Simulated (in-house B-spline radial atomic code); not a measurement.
**Ionising Zn⁺ with different functionals**

Computed with an all-electron radial atomic-structure program (B-spline basis): non-relativistic Hamiltonian, point nucleus, spin-polarised at highest spin, spherical fractional occupations for the functionals, the average over the highest-spin determinants for Hartree-Fock. The ionisation energy is the difference of two self-consistent energies, [Ar] 3d10 4s1 → [Ar] 3d10, without Breit or QED terms; ε is the level of the shell that loses the electron (its least bound occupied spin orbital).

| method | rung | ΔSCF (eV) | -ε(4s) (eV) |
| --- | --- | --- | --- |
| Hartree-Fock | Hartree-Fock | 16.57 | 16.67 |
| HF fractional | Hartree-Fock | 16.57 | 16.67 |
| LDA VWN5 | LDA | 18.66 | 14.49 |
| LDA PW92 | LDA | 18.66 | 14.49 |
| LDA exchange-only | LDA | 17.73 | 13.65 |
| PBE | GGA | 18.37 | 14.23 |
| PBEsol | GGA | 18.32 | 14.26 |
| BLYP | GGA | 18.52 | 14.23 |
| RPBE | GGA | 18.21 | 14.11 |
| PW91 | GGA | 18.45 | 14.32 |
| BP86 | GGA | 18.47 | 14.41 |
| AM05 | GGA | 18.27 | 14.22 |
| OLYP | GGA | 17.98 | 13.87 |
| TPSS | meta-GGA | 18.07 | 14.16 |
| SCAN | meta-GGA | 18.33 | 14.66 |
| r2SCAN | meta-GGA | 18.18 | 14.57 |
| M06-L | meta-GGA | 17.55 | 13.94 |
| revTPSS | meta-GGA | 18.02 | 14.16 |
| PBE0 | global hybrid | 17.99 | 14.97 |
| B3LYP | global hybrid | 18.36 | 14.97 |
| TPSSh | global hybrid | 17.94 | 14.46 |
| M06-2X | global hybrid | 17.80 | 15.35 |
| BHandHLYP | global hybrid | 17.83 | 15.71 |
| r2SCAN0 | global hybrid | 17.92 | 15.27 |
| B97-1 | global hybrid | 17.78 | 14.55 |
| HSE06 | range-separated hybrid | 18.07 | 14.67 |
| wB97X | range-separated hybrid | 17.65 | 17.02 |
| CAM-B3LYP | range-separated hybrid | 18.29 | 16.40 |
| LC-wPBE | range-separated hybrid | 17.92 | 17.58 |

Question: Among the functionals, which spreads more, the ΔSCF values or the orbital energies?

Answer: The orbital energies: ΔSCF values span about 1.12 eV and the orbital energies 3.93 eV.

Question: How do they compare with the NIST value?

Answer: NIST lists 17.964 eV (measured, ground level to ground level). Errors run from -1.40 to +0.70 eV; OLYP is closest (+0.01 eV), but part of that can be cancellation, since the calculations leave out relativity, Breit-QED terms. Hartree-Fock also lacks correlation.
